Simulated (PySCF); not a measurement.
Two species compared at the same levels of theory.

First species: C7H12O.
SMILES: `CC1C[C@@](OC)(C)C=1`

Second species: C4H2F2N2.
Geometry (GFN2-xTB, Å), atoms numbered from 1 in this order:
```
atom  x, y, z in Å
N1     0.214    2.545   -1.084
C2     0.200    1.541   -0.538
C3     0.188    0.282    0.135
C4    -1.057   -0.564   -0.107
F5    -0.965   -1.732    0.564
F6    -1.155   -0.883   -1.420
C7     1.444   -0.367    0.536
N8     0.847    0.178    1.484
H9    -1.988   -0.059    0.192
H10    2.280   -0.937    0.215
```

Levels: PBE0/pcSseg-1 for dipole moment, HOMO energy, LUMO energy and HOMO–LUMO gap; GFN2-xTB for rotational constant A and rotational constant C. Geometries: GFN2-xTB. Each species is one conformer at its optimised geometry, gas phase, non-relativistic unless stated; the electronic structure was computed with PySCF and density fitting.

Dipoles, sizes and rotational constants follow the conformer. The torsions of the flexible species, by atom-mapped SMILES:
- `[CH3:1][O:2][C@:3]1([CH3:4])[CH:5]=[C:6]([CH3:7])[CH2:8]1`: C1–O2–C3–C4 70°
- `[N:1]#[C:2][C@@:3]1([CH:4]([F:5])[F:6])[CH:7]=[N:8]1`: C2–C3–C4–F5 180°

Values for the first species:

- Dipole moment: 1.23 D
- HOMO energy: -6.97 eV
- LUMO energy: 0.50 eV
- HOMO–LUMO gap: 7.47 eV
- Rotational constant A: 3.914 GHz
- Rotational constant C: 1.233 GHz

(1) Estimate the same properties for the second species, and the change in each.

## Answers

(1) 
```csv
property,first,second,second less first
dipole moment,1.23 D,2.89 D,+1.66 D
HOMO energy,-6.97 eV,-8.88 eV,-1.91 eV
LUMO energy,0.50 eV,-1.92 eV,-2.42 eV
HOMO–LUMO gap,7.47 eV,6.96 eV,-0.51 eV
rotational constant A,3.914 GHz,3.077 GHz,-0.837 GHz
rotational constant C,1.233 GHz,1.354 GHz,+0.121 GHz
```

On the first: The dipole equals about 4.1 × 10⁻³⁰ C·m (1 D = 3.33564 × 10⁻³⁰ C·m).

On the second: The dipole matches unit charges of opposite sign 0.60 Å apart (1 e·Å = 4.8032 D).
